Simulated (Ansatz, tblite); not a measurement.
Removing and adding an electron: WS2F2. The state is a singlet with charge 0. Geometry: PBE-D4/def2-SVP. Ansatz, gas phase; energy differences of separate SCF runs; the oxidised species was run as a doublet alone; the reduced species was run as a doublet alone.

Cartesian coordinates in Å:
```
W 0.020 0.110 0.044
S 0.788 -1.735 0.810
S -1.173 -0.377 -1.664
F 1.462 1.145 -0.531
F -1.097 0.857 1.340
```

In the def2 sets W takes a core potential; there is no spin–orbit coupling. The xTB rows come from tblite.

(1) Estimate orbital energies and vertical ionisation energies and electron affinities at: GFN1-xTB; GFN2-xTB; PBE-D4/def2-TZVP; PBE-D4/def2-TZVPD; r2SCAN-D4/def2-TZVP; r2SCAN-D4/def2-TZVPD; PBE0-D4/def2-TZVP; PBE0-D4/def2-TZVPD.

Results:

(1) 
```json
{"level": "GFN1-xTB", "−HOMO (eV)": "11.36", "vertical IE (eV)": "14.60", "−LUMO (eV)": "8.44", "vertical EA (eV)": "5.39", "HOMO–LUMO gap (eV)": "2.92", "IE − EA (eV)": "9.21", "remarks": "–"}
{"level": "GFN2-xTB", "−HOMO (eV)": "11.44", "vertical IE (eV)": "14.46", "−LUMO (eV)": "9.54", "vertical EA (eV)": "6.77", "HOMO–LUMO gap (eV)": "1.90", "IE − EA (eV)": "7.69", "remarks": "–"}
{"level": "PBE-D4/def2-TZVP", "−HOMO (eV)": "6.70", "vertical IE (eV)": "9.61", "−LUMO (eV)": "4.08", "vertical EA (eV)": "–", "HOMO–LUMO gap (eV)": "2.63", "IE − EA (eV)": "–", "remarks": "–"}
{"level": "PBE-D4/def2-TZVPD", "−HOMO (eV)": "6.73", "vertical IE (eV)": "–", "−LUMO (eV)": "4.11", "vertical EA (eV)": "1.39", "HOMO–LUMO gap (eV)": "2.61", "IE − EA (eV)": "–", "remarks": "HOMO above zero (-1 doublet)"}
{"level": "r2SCAN-D4/def2-TZVP", "−HOMO (eV)": "6.99", "vertical IE (eV)": "9.72", "−LUMO (eV)": "4.10", "vertical EA (eV)": "–", "HOMO–LUMO gap (eV)": "2.90", "IE − EA (eV)": "–", "remarks": "–"}
{"level": "r2SCAN-D4/def2-TZVPD", "−HOMO (eV)": "6.99", "vertical IE (eV)": "–", "−LUMO (eV)": "4.10", "vertical EA (eV)": "1.55", "HOMO–LUMO gap (eV)": "2.89", "IE − EA (eV)": "–", "remarks": "HOMO above zero (-1 doublet)"}
{"level": "PBE0-D4/def2-TZVP", "−HOMO (eV)": "7.82", "vertical IE (eV)": "9.76", "−LUMO (eV)": "3.44", "vertical EA (eV)": "–", "HOMO–LUMO gap (eV)": "4.39", "IE − EA (eV)": "–", "remarks": "–"}
{"level": "PBE0-D4/def2-TZVPD", "−HOMO (eV)": "7.83", "vertical IE (eV)": "–", "−LUMO (eV)": "3.46", "vertical EA (eV)": "1.75", "HOMO–LUMO gap (eV)": "4.37", "IE − EA (eV)": "–", "remarks": "–"}
```

Relaxing the oxidised species (PBE-D4/def2-SVP) changes its energy by -0.14 eV at PBE-D4/def2-TZVP, so the adiabatic ionisation energy to this nearest minimum is 9.47 eV. At PBE0-D4/def2-TZVP it is 9.58 eV.     A HOMO above zero means that the electron is unbound at that level or that self-interaction error raises the level; the energy of removing that electron tells which. Raw xTB energy differences between charge states are shifted by several eV; the methods need an empirical correction for them.
